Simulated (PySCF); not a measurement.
Bonds (- single, = double, # triple, : aromatic): O1=C2 1.197 Å, C2-C3 1.523 Å, C3-C4 1.516 Å, C4-Cl5 1.794 Å, C4-C6 1.520 Å, C6-Cl7 1.793 Å, C6-C8 1.524 Å, C8-O9 1.413 Å, O9-C2 1.340 Å. C3 carries H10, H11; C4 carries H12; C6 carries H13; C8 carries H14, H15. Stereochemistry as in O=C1C[C@@H](Cl)[C@@H](Cl)CO1. H11, H15 are cis to Cl5 on the ring; H10, H14 are trans to Cl5 on the ring.

Computational details: structure optimised with GFN2-xTB, shieldings: GIAO PBE0/pcSseg-1, in PySCF 2.14.0 with density-fitted response routines (non-relativistic Hamiltonian, isolated molecule, a single conformation).

δ = σ(ref) − σ, references computed at the same level: 13C (186.93 ppm), 1H (31.72 ppm) vs TMS; 17O (336.08 ppm) vs H2O; HCl for 35Cl (949.78 ppm).

```
atoms  nucleus  count  δ (ppm)
  H10       1H      1     2.91
  H13       1H      1     4.21
   C2      13C      1        ?
   C3      13C      1        ?
  Cl7     35Cl      1        ?
  H15       1H      1     4.78
  H12       1H      1     4.19
  H14       1H      1     4.52
   C8      13C      1     74.0
  Cl5     35Cl      1      205
   O1      17O      1    467.7
   C6      13C      1        ?
   O9      17O      1        ?
  H11       1H      1     3.34
   C4      13C      1     62.1
```

Fill in the missing shifts.

## Answers


- C2: 167.2 ppm, ester carbonyl carbon; lone-pair donation from the attached heteroatom keeps it upfield of a ketone carbonyl
- C6: 66.9 ppm, sp3 CH bonded to Cl; deshielded by the electronegative neighbour
- C3: 39.7 ppm, sp3 CH2 α to a carbonyl; the adjacent C=O deshields it moderately
- O9: 192.7 ppm, ester alkoxy oxygen
- Cl7: 125 ppm, chlorine bonded to C

Carbons that carry Cl, above all several Cl atoms, come out too deshielded, partly because spin–orbit coupling is missing. Shifts are as computed. Against solution values, carbons near 30 ppm lie about +3 ppm off and those near 130 ppm about +5 ppm; carbons on Cl a further +6 ppm. Of 1211 compounds with measured shifts, 218 miss one by over three times the rms of a fit or turn the order of signals round; such compounds aren't used in these exercises. Unscaled 17O shifts of doubly bonded oxygen tend to come out too high, by tens of ppm or more. Experimental scales use liquid or dissolved standards, which lie at an offset from isolated H2O (liquid H2O: subtract about 36 ppm).
